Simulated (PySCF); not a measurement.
C3H, charge +1, multiplicity 1. Atoms are numbered in the order given.

```xyz
4

H      0.0000     0.0000    -2.2248
C      0.0000     0.0000    -1.1417
C      0.0000     0.0000     0.0866
C      0.0000     0.0000     1.4259
```
Charge +1, spin multiplicity 1.

Geometry: PBE0-D3(BJ)/def2-TZVP.

All values below come from ωB97X/def2-TZVPD run with PySCF.

Mulliken values depend strongly on the basis, most of all with diffuse functions as here. ESP charges are fitted to the potential on shells at 1.4 to 2.0 van der Waals radii. Atomic charges (e):

| atom | ESP fit | Mulliken |
|---|---|---|
| H1 | 0.43 | 0.51 |
| C2 | -0.10 | 0.33 |
| C3 | 0.52 | -0.04 |
| C4 | 0.15 | 0.20 |
